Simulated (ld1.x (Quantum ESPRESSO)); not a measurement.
# Zr: one change to an RRKJ potential, before and after

zirconium (Zr), norm-conserving RRKJ (Kleinman–Bylander form), made with ld1.x (Quantum ESPRESSO) 7.5 (LDA (PZ), scalar-relativistic). Core [Kr], reference 4d2 5s1 5p0 (charge +1). Waves: 5s (bound): rc 3.05 bohr; 4d (bound): rc 1.70 bohr; 5p (bound, empty): rc 3.90 bohr. Local part: the p channel. Core correction: none. rho0 = 0.02.

Change: wave 4d (bound): rc 1.70 bohr becomes 4d (bound): rc 2.22 bohr.

Cutoffs: the cutoffs (Ry, on a coarse ladder) from which the occupation-weighted sum of valence levels, in a spherical-Bessel basis at the reference potential, stays within 10 and 1 mRy of its value at 400 Ry; they do not see the model core or the augmentation charge, which bear on the density cutoff. Errors are all-electron minus pseudo energies relative to the spin-unpolarised reference configuration.

How do hardness, ghosts and transferability respond?

The potential gets softer (30 Ry and 35 Ry → 25 Ry and 30 Ry); of the 9 tests that both files solve, the error grows in 1 and shrinks in 1 by more than 15 % and 0.3 meV (median size 19.8 → 26.0 meV); neither file shows a bound ghost. A larger radius leaves more room for a smooth pseudo-wave, so fewer plane waves are needed.

| quantity | base | changed |
| --- | --- | --- |
| cutoff, loose | 30 Ry | 25 Ry |
| cutoff, tight | 35 Ry | 30 Ry |
| loose cutoff by channel (10 mRy a level) | s 15 Ry, d 25 Ry | s 15 Ry, d 21 Ry |
| bound ghosts | none | none |
| error for 4d2 5s2 5p0, meV [ΔE -7.35 eV] | +20 | +20 |
| error for 4d2 5s0 5p0, meV [ΔE 13.24 eV] | +41 | +41 |
| error for 4d1 5s0 5p0, meV [ΔE 36.06 eV] | +132 | +143 |
| error for 4d2.5 5s1.5 5p0, meV [ΔE -6.83 eV] | -1.6 | -1.1 |
| error for 4d3 5s0 5p0, meV [ΔE 0.46 eV] | +19 | +26 |
| error for 4d2 5s1 5p1, meV [ΔE -4.23 eV] | +3.6 | +3.6 |
| error for 4d2 5s1.5 5p0, meV [ΔE -4.38 eV] | +6.1 | +6.2 |
| error for 4d2 5s1 5p0 (spin-polarised), meV [ΔE -1.08 eV] | +1192 | +1190 |
| error for 4d2 5s2 5p0 (spin-polarised), meV [ΔE -7.84 eV] | +830 | +829 |
| s: phases at 4.23 bohr within 0.05 rad from the reference energy up to (Ry; the scan ends near 5) | 0.2 | 0.2 |
| p: phases at 4.23 bohr within 0.05 rad from the reference energy up to (Ry; the scan ends near 5) | 0.8 | 0.8 |
| d: phases at 4.23 bohr within 0.05 rad from the reference energy up to (Ry; the scan ends near 5) | -0.2 | -0.2 |
